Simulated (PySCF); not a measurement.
# Electron correlation in P (phosphorus, neutral)

[Ne] 3s1 3p4, high-spin 4P determinant (an excited configuration). Computed with PySCF 2.14 in aug-cc-pVQZ-DK, with the spin-free X2C one-electron Hamiltonian (Gaussian nucleus). Frozen: [Ne]; 5 electrons correlated.

```
  level  correlation energy (mhartree)
   CCSD                        -116.88
    (T)                         -11.24
CCSD(T)                        -128.12
```

Diagnostics: T1 = 0.039, D1 = 0.1164, largest double amplitude 0.202.

Problem. Is a single reference adequate?

Solution. Not fully. T1 exceeds 0.03, a sign that the reference determinant is poor. A double-excitation amplitude exceeds 0.15, a sign of near-degeneracy.
